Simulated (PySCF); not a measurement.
Isomers of C2H12FNSi3, one GFN2-xTB conformer each. Single-point energies are computed at PBE0/pcSseg-1 (PySCF, gas phase, no added dispersion term), electronic only.

Question: Rank them by PBE0/pcSseg-1 energy, lowest first (kcal/mol).
A. `[CH3:1][N:2]([CH3:3])[SiH2:4][SiH2:5][SiH2:6][F:7]` with C1–N2–Si4–Si5 -160°, N2–Si4–Si5–Si6 148°, Si4–Si5–Si6–F7 17°
B. `[CH3:1][NH:2][SiH2:3][C@@H:4]([SiH3:5])[SiH2:6][F:7]` with C1–N2–Si3–C4 -56°, N2–Si3–C4–Si5 -176°, Si3–C4–Si6–F7 180°

Answer: B (0.0), A (19.9).

As drawn, the lower has an N–H bond and an Si–C bond, which the higher lacks; the higher has an Si–Si bond, which the lower lacks. GFN2-xTB itself gives, in the same order: 0.0, 4.9. Both levels put the same isomer lowest.

Question: Which frontier levels, dipoles and rotational constants go with these structures?

Answer: 
```
                       SMILES  HOMO (eV, PBE0/pcSseg-1)  LUMO (eV)  dipole (D)       A, B, C (MHz)
CN[SiH2][C@@H]([SiH3])[SiH2]F                     -6.98       0.20        2.94  1691, 959.6, 679.4
     CN(C)[SiH2][SiH2][SiH2]F                     -6.41      -0.94        2.41  3221, 585.9, 521.9
```
